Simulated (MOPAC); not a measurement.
Job for MOPAC: PM7 on Na2+, 2S+1 = 2, a spin state set in the input, which need not be the lowest, a point of a bond scan (R = 3.762 Å). Charge +1.

```
PM7 1SCF PRECISE CHARGE=1 UHF MS=0.5 THREADS=1
Na2

Na     0.00000000 1     0.00000000 1     0.00000000 1
Na     0.00000000 1     0.00000000 1     3.76154300 1
```

The log:

```
*******************************************************************************
 **                                                                           **
 **                              MOPAC v23.2.5                                **
 **                                                                           **
 *******************************************************************************
 ** MOPAC's Digital Object Identifier: https://doi.org/10.5281/zenodo.6511958 **
 **                                                                           **
 ** Please cite the open-source release paper for use of this MOPAC version:  **
 ** J. E. Moussa and J. J. P. Stewart (2026)                                  **
 ** MOPAC: An open-source semiempirical molecular orbital program             **
 ** J. Open Source Softw., 11(119), 8025, https://doi.org/10.21105/joss.08025 **
 *******************************************************************************

                              PM7 CALCULATION RESULTS

 *******************************************************************************
 *  PM7        - The PM7 Hamiltonian to be used
 *  UHF        - UNRESTRICTED HARTREE-FOCK CALCULATION
 *
 *
 *
 *                 CHARGE ON SYSTEM = +1
 *
 *
 *
 *  MS=        - IN MECI, MAGNETIC COMPONENT OF SPIN =  0.5
 *  PRECISE    - TIGHTER CRITERIA TO BE USED
 *  1SCF       - DO 1 SCF AND THEN STOP
 *  THREADS=1  - MULTI-THREADING NOT USED
 *  T=         - A TIME OF 172800.0 SECONDS REQUESTED
 *  DUMP=N     - RESTART FILE WRITTEN EVERY 7200.0 SECONDS REQUESTED
 *******************************************************************************
PM7 1SCF PRECISE CHARGE=1 UHF MS=0.5 THREADS=1
 Na2

   ATOM   CHEMICAL          X               Y               Z
  NUMBER   SYMBOL      (ANGSTROMS)     (ANGSTROMS)     (ANGSTROMS)

     1      Na          0.00000000  *   0.00000000  *   0.00000000  *
     2      Na          0.00000000  *   0.00000000  *   3.76154300  *



          CARTESIAN COORDINATES

    NO.       ATOM           X           Y           Z

     1        Na          0.0000      0.0000      0.0000
     2        Na          0.0000      0.0000      3.7615

 General Reference for PM7:
 "Optimization of Parameters for Semiempirical Methods VI: More Modifications to the
 NDDO Approximations and Re-optimization of Parameters", J. J. P. Stewart, J. Mol. Mod., 1:32, 19 (2013)
 https://link.springer.com/article/10.1007/s00894-012-1667-x

           Empirical Formula: Na2  =     2 atoms



      MOLECULAR POINT GROUP   :   D*h


          UHF CALCULATION, NO. OF ALPHA ELECTRONS =    1
                           NO. OF BETA  ELECTRONS =    0

 -------------------------------------------------------------------------------
 PM7 1SCF PRECISE CHARGE=1 UHF MS=0.5 THREADS=1
 Na2



     1SCF WAS SPECIFIED, SO BFGS WAS NOT USED
     SCF FIELD WAS ACHIEVED


                              PM7 CALCULATION
                                                       MOPAC v23.2.5 Linux




          FINAL HEAT OF FORMATION =        176.84796 KCAL/MOL =     739.93186 KJ/MOL


          COSMO AREA              =        148.41 SQUARE ANGSTROMS
          COSMO VOLUME            =        150.77 CUBIC ANGSTROMS

          IONIZATION POTENTIAL    =          9.960533 EV
          ALPHA SOMO LUMO (EV)    =         -9.961 -5.216
          NO. OF ALPHA ELECTRONS  =          1
          NO. OF BETA  ELECTRONS  =          0
          MOLECULAR WEIGHT        =         45.9795         POINT GROUP:  D*h

          MOLECULAR DIMENSIONS (Angstroms)

            Atom       Atom       Distance
           Na     2   Na     1     3.76154
           Na     2   Na     1     0.00000
           Na     1   Na     2     0.00000


          SCF CALCULATIONS        =          1





   ATOM   CHEMICAL          X               Y               Z
  NUMBER   SYMBOL      (ANGSTROMS)     (ANGSTROMS)     (ANGSTROMS)

     1      Na          0.00000000  *   0.00000000  *   0.00000000  *
     2      Na          0.00000000  *   0.00000000  *   3.76154300  *

                             CARTESIAN COORDINATES

   1   Na        0.000000000     0.000000000     0.000000000
   2   Na        0.000000000     0.000000000     3.761543000


           Empirical Formula: Na2  =     2 atoms



      MOLECULAR POINT GROUP   :   D*h


          ALPHA EIGENVALUES
  -9.96053  -5.21552   1.33886   2.12471   2.12471   2.32172   2.32172   2.63009


           BETA EIGENVALUES
   2.04245   2.07325   4.11348   4.38215   4.38215   4.68766   4.68766   5.24385


              NET ATOMIC CHARGES AND DIPOLE CONTRIBUTIONS

  ATOM NO.   TYPE          CHARGE      No. of ELECS.   s-Pop       p-Pop
    1         Na           0.500000        0.5000     0.47554     0.02446
    2         Na           0.500000        0.5000     0.47554     0.02446
 DIPOLE           X         Y         Z       TOTAL
 POINT-CHG.     0.000     0.000     0.000     0.000
 HYBRID        -0.000    -0.000    -0.000     0.000
 SUM           -0.000    -0.000     0.000     0.000


          ATOMIC ORBITAL ELECTRON POPULATIONS

     Atom    s        px        py        pz
    1 Na   0.47554   0.00000   0.00000   0.02446
    2 Na   0.47554   0.00000   0.00000   0.02446


                    (SZ)    =    0.500000
                    (S**2)  =    0.750000


          ATOMIC ORBITAL SPIN POPULATIONS

    Atom   Total    s     px     py     pz
         Atomic
    1 Na  0.5000  0.476  0.000  0.000  0.024
    2 Na  0.5000  0.476  0.000  0.000  0.024

 **********************
 *                    *
 * JOB ENDED NORMALLY *
 *                    *
 **********************




 == MOPAC DONE ==
```

The run finished.

Cost: around 0.010 core-seconds (rough).
